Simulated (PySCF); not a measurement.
[Bi(SH)2]+ at several levels of theory

Computed with PySCF 2.14.0 (density fitting, no spin-orbit coupling) at the geometry relaxed with BP86:

```xyz
5
[Bi(SH)2]+ (singlet)
Bi    0.0000    1.3929   -0.3567
S     0.0000   -0.3732    1.4091
H     0.0000    0.5278    2.4427
S     0.0000   -0.1303   -2.3330
H     0.0000   -1.3087   -1.6332
```

```tsv
level	basis	state	HOMO (eV)	gap (eV)	charge on Bi1 (e)	dipole about the centre of mass (D)	largest force component (eV/Å)
BP86	Bi def2-SVP with ECP60, S def2-SVP, H def2-SVP	singlet	-11.78	2.04	0.80	1.35	0.01
HF	the same	singlet	-15.24	8.82	1.04	1.88	1.08
PBE	the same	singlet	-11.67	2.07	0.81	1.35	0.05
wB97X	the same	singlet	-14.89	7.54	0.93	1.68	0.98
BP86	Bi def2-TZVP with ECP60, S def2-TZVP, H def2-TZVP	singlet	-11.77	2.04	0.86	1.11	0.56
BP86	Bi x2c-SVPall, S x2c-SVPall, H x2c-SVPall	singlet	-11.79	2.02	0.79	1.34	0.71
```

Charges are Mulliken's, which hang on the basis. The relaxation used the grid (50, 194), these runs (75, 302) or, all-electron (x2c bases, spin-free X2C Hamiltonian), (99, 590).

Question: What does CAM-B3LYP with Bi def2-SVP with ECP60, S def2-SVP, H def2-SVP give here?

Answer: state singlet, HOMO (eV) -13.87, gap (eV) 5.68, charge on Bi1 (e) 0.87, dipole about the centre of mass (D) 1.45, largest force component (eV/Å) 0.76. Time: 2.7 s on 2 threads of Arm Neoverse V2, with other jobs on the host, from an already converged density.

In the first row's basis the gap widens with exact exchange: 2.0 to 2.1 eV for BP86, PBE (none); 5.7 to 8.8 eV for CAM-B3LYP, wB97X, Hartree–Fock (rising or full at long range).
